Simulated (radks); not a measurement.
The numbers below are computed, except where a source is named.
Spherical quantum dot in the effective-mass picture: electrons in a well V = -V0 / (1 + exp((r - R)/a)) with V0 = 32.3, R = 1.88, a = 0.15, all in effective atomic units (hartree* = m*/eps^2 hartree, bohr* = eps/m* bohr), one dielectric constant everywhere. Level of theory: non-relativistic Kohn-Sham, PBEsol, spin-polarised, spherical densities (a radial shooting solver with Libxc functionals). Levels are named by radial order and angular momentum (1s, 1p, 1d, 2s, ...), and open shells are averaged over m. Each electron was tried in the lowest free levels, single moves between levels near the top were tried too, and the lowest total energy was kept; such a search can miss a lower state. At N = 1 the Hartree and exchange-correlation terms need not cancel, so that row can carry a self-interaction error.

N,open shells,2S,E (hartree*),addition energy mu(N+1) - mu(N) (hartree*),e(HOMO) (hartree*),rms radius (bohr*)
1,"1s(up 1, down 0)",1,-30.5785,0.9555,-30.217,0.9386
2,none,0,-60.2014,2.272,-29.262,0.9639
3,"1p(up 1, down 0)",1,-87.5520,0.7111,-27.001,1.029
4,"1p(up 2, down 0)",2,-114.192,0.7319,-26.275,1.065
5,"1p(up 3, down 0)",3,-140.099,0.9560,-25.539,1.089
6,"1p(up 3, down 1)",2,-165.051,0.6901,-24.612,1.109
7,"1p(up 3, down 2)",1,-189.312,0.7094,-23.908,1.124
8,none,0,-212.864,2.478,-23.195,1.138
9,"1d(up 1, down 0)",1,-233.939,0.6712,-20.740,1.158
10,"1d(up 2, down 0)",2,-254.342,0.6752,-20.066,1.175
11,"1d(up 3, down 0)",3,-274.070,0.6769,-19.390,1.190
12,"1d(up 4, down 0)",4,-293.121,0.6774,-18.712,1.203
13,"1d(up 5, down 0)",5,-311.494,0.8728,-18.035,1.214
14,"1d(up 5, down 1)",4,-328.995,0.6554,-17.174,1.224
15,"1d(up 5, down 2)",3,-345.840,0.6594,-16.516,1.234
16,"1d(up 5, down 3)",2,-362.026,0.6614,-15.855,1.242
17,"1d(up 5, down 4)",1,-377.551,0.6623,-15.193,1.251
18,none,0,-392.413,2.297,-14.531,1.258
19,"2s(up 1, down 0)",1,-404.978,0.9365,-12.172,1.257
20,none,0,-416.607,0.7818,-11.242,1.257
21,"1f(up 1, down 0)",1,-427.454,0.6336,-10.530,1.266
22,"1f(up 2, down 0)",2,-437.667,0.6005,-9.8827,1.275
23,"2s(up 1, down 0) 1f(up 4, down 0)",5,-447.280,0.6265,-9.3040,1.292
24,"2s(up 1, down 0) 1f(up 5, down 0)",6,-456.266,-,-8.6687,1.299

All shells are closed at N = 2, 8, 18, 20 (there: 1s2 1p6 1d10 2s2); the second difference of the energy has clear peaks (12 % above both neighbours; the first and last values, which can be the largest, are not judged, and half-filled shells can peak too) at N = 2, 5, 8, 13, 18.
